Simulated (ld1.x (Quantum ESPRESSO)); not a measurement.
# Ranking PAW potentials for Bi (Z = 83)

All share these settings but for the change named:

ld1.x (Quantum ESPRESSO) 7.5 input, shortened:

```
&input
   title='Bi', zed=83., rel=1, dft='PZ', iswitch=3,
   config='[Xe] 4f14 5d10 6s1 6p4'
 /
 &inputp
   pseudotype=3, lpaw=.true., tm=.true., lloc=-2, rcloc=1.95,
   nlcc=.false.,
   which_augfun='BESSEL', rmatch_augfun=2.05
 /
6
6S  1  0   1.00   0.00  1.85  2.00  0.0
6S  1  0   0.00  -0.40  1.85  2.00  0.0
6P  2  1   4.00   0.00  1.85  2.25  0.0
6P  2  1   0.00   1.35  1.85  2.25  0.0
5D  3  2  10.00   0.00  1.90  2.25  0.0
5D  3  2   0.00  -1.25  1.90  2.25  0.0
 &test
   configts(1)='5d10 6s1 6p4'
 /
```

Cutoff: the first of the cutoffs (Ry, on a coarse ladder) from which the occupation-weighted sum of valence levels, in a spherical-Bessel basis at the reference potential, stays within 10 and 1 mRy of its value at 400 Ry; the density cutoff is not measured.

The base gives 21 Ry.

Of 9 variants that were run, those that failed, showed a ghost or another fault, or gave nearly equal values are left out.

A variant can come out equal or close to the base.

(1) Rank these variants from softest to hardest (loose cutoff).
A. waves 5d (bound): rcut 1.90, rcutus 3.12 bohr; 5d channel at -1.25 Ry: rcut 1.90, rcutus 3.12 bohr
B. waves 5d (bound): rcut 1.90, rcutus 2.36 bohr; 5d channel at -1.25 Ry: rcut 1.90, rcutus 2.36 bohr
C. waves 5d (bound): rcut 1.66, rcutus 1.76 bohr; 5d channel at -1.25 Ry: rcut 1.66, rcutus 1.76 bohr
D. waves 5d (bound): rcut 1.90, rcutus 2.60 bohr; 5d channel at -1.25 Ry: rcut 1.90, rcutus 2.60 bohr
E. waves 5d (bound): rcut 1.90, rcutus 2.96 bohr; 5d channel at -1.25 Ry: rcut 1.90, rcutus 2.96 bohr

Answers

(1) A (10 Ry), E (12 Ry), D (18 Ry), B (21 Ry), C (45 Ry).
